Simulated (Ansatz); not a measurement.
AgBr2. Charge 0, multiplicity 4. Geometry B3LYP-D4/def2-TZVP; atoms count from 1.

```xyz
3

Ag    0.078    0.062   -0.317
Br   -0.480   -3.421   -0.639
Br    0.402    3.359    0.956
```

In the def2 sets Ag takes a core potential; there is no spin–orbit coupling. At PBE0-D4/def2-TZVP a doublet of charge 0 lies 4.21 eV below the quartet, each at its own geometry. The structure comes from a short search, and lower isomers may exist.

(1) Estimate the Mulliken populations from the PBE0/def2-TZVP orbitals of Ansatz.

(2) Where does the spin sit?

Answers

(1) 
```csv
atom,charge (e),spin (α − β),d electrons
Ag1,-0.05,0.99,9.99
Br2,0.03,1.01,–
Br3,0.03,1.01,–
```
Mulliken values depend strongly on the basis.

(2) Summed by element: Ag 0.99, Br 2.01, of 3 unpaired in all. Largest on single atoms: Br2 1.01, Br3 1.01, Ag1 0.99.
